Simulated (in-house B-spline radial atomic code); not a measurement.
The numbers below are computed, except where a source is named.
## Building a PAW s channel for Ru, r_c = 2.91 bohr

Ru, [Kr] 4d7 5s1, non-relativistic PBE, spherical and spin-unpolarised, from an all-electron radial atomic-structure program (B-spline basis) (atomic units; all potentials screened as in the neutral atom).

Two all-electron partial waves φ1, φ2 are integrated outwards at E1 = ε(5s) = -0.143242 and E2 = E1 + 1.5 hartree; φ1 is the bound orbital and φ2 has unit norm inside r_c = 2.9062 bohr. Smooth partners are polynomials, r^1(a0 + a1 r² + a2 r⁴ + a3 r⁶), matched to φ and three derivatives at r_c, with no condition on the norm. The local potential is -2.75439 + (0.779381) r² + (-0.0911183) r⁴ + (0.00388347) r⁶ inside 2.4662 bohr and the all-electron one outside.

| wave | φ(r_c) | φ'(r_c) | a0 | a1 | a2 | a3 |
| --- | --- | --- | --- | --- | --- | --- |
| 1 | 0.5851118 | -0.01427085 | 0.2265668 | 0.01585888 | -0.003305438 | 0.0001271623 |
| 2 | 0.6779893 | 1.656747 | -2.207486 | 0.5358172 | -0.03421199 | 0.0005904754 |

Inside r_c the overlaps are <φi φj> = [[0.36296, -0.32635], [-0.32635, 1.00000]] and, for the smooth waves, [[0.43988, -0.84427], [-0.84427, 4.25927]]. With χj = (Ej − T − V_local) applied to smooth wave j, the program's quadrature gives the matrix B_ij = <smooth i, χj> as [[0.23939, -1.88849], [-1.11161, 9.65011]].

**Question.** Check the match of the first wave, and find the augmentation charges q_ij.

**Answer.** At r_c the four terms are 0.65845, 0.38927, -0.68526, 0.22266, which sum to 0.5851, φ1(r_c) to rounding. q_ij is the all-electron overlap less the smooth one: [[-0.07692, 0.51792], [0.51792, -3.25927]]. The smooth first wave has a norm of 0.4399 inside r_c against 0.3630, so q11 is negative and must stay small enough for the overlap operator to be positive.

**Question.** B isn't symmetric. Show that D_ij = B_ij + Ej q_ij is.

**Answer.** Integrating by parts gives B12 − B21 = (E1 − E2) q12: -1.88849 − (-1.11161) = -0.77688, and −1.5 × (0.51792) = -0.77688. So D12 = -1.88849 + (1.356758)(0.51792) = -1.18580 and D21 = -1.11161 + (-0.143242)(0.51792) = -1.18580; D11 = 0.25041, D22 = 5.22807. The projectors, p = (B⁻¹)ᵀ χ, are dual to the smooth waves; det B = 0.21.

Solving (T + V_local + Σ p D p) ψ = E (1 + Σ p q p) ψ in a sphere of 9 bohr, whose wall lifts the free-atom level a little, gives these levels:

| all-electron | one projector | two projectors |
| --- | --- | --- |
| -0.141657 | -0.141657 | -3.830250 |
| 0.120063 | 0.112916 | -0.141657 |
| 0.491748 | 0.264772 | 0.120034 |
| 1.022800 | 0.528222 | 0.491626 |
| 1.704470 | 1.061720 | 1.022730 |

**Question.** What does the second projector gain?

**Answer.** With one projector the errors are 0.00, -7.15 millihartree, and the level at 0.2648 is out of step with the all-electron series: an extra state, or one far too low, so the pairing ends there; skipping it, the next levels are off by +36.5, +38.9 millihartree. With two a ghost lies below the reference level, so the set fails. The lowest eigenvalue of the overlap operator is 0.6022 with one and 0.008597 with two projectors. The smooth orbital alone needs a cutoff of 1.84 hartree for 1 millihartree of kinetic energy, against 4.74 for a norm-conserving Troullier-Martins orbital of the same radius, which is no gain while the set fails.
